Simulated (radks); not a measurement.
Charge is removed step by step from the 2p down level of Ca+, starting from [He] 2s2 2p(up 3, down 3) 3s2 3p6 4s1. Method: scalar-relativistic Kohn-Sham, LDA (Slater exchange, Perdew-Wang correlation), spin-polarised, spherical densities, finite nucleus; open shells are filled with parallel spins first; Fermi nuclear charge, rms radius 3.4776 fm; computed with a radial shooting solver on a logarithmic mesh with Libxc functionals.

removed (e)  E - E(0) (eV)  eigenvalue (eV)  E minus straight line (eV)
0                    0.000          -341.58                       0.000
0.1                 34.378          -346.17                      -2.109
0.2                 69.217          -350.79                      -3.758
0.3                 104.52          -355.44                      -4.943
0.4                 140.29          -360.12                      -5.662
0.5                 176.53          -364.84                      -5.911
0.6                 213.24          -369.59                      -5.686
0.7                 250.43          -374.36                      -4.986
0.8                 288.09          -379.17                      -3.807
0.9                 326.24          -384.00                      -2.146
1                   364.87          -388.86                       0.000

Removing the whole electron costs 364.87 eV by Delta-SCF, against 341.58 eV from minus the eigenvalue at the starting occupation. Slater's transition state (half an electron removed) gives 364.84 eV. Integrating minus the eigenvalue over the occupation (Janak's theorem) gives 364.97 eV. In this scalar-relativistic scheme the density is built from large components alone, so the theorem holds only approximately. The mean slope of the eigenvalue, de/dn, is 47.3 eV per electron.
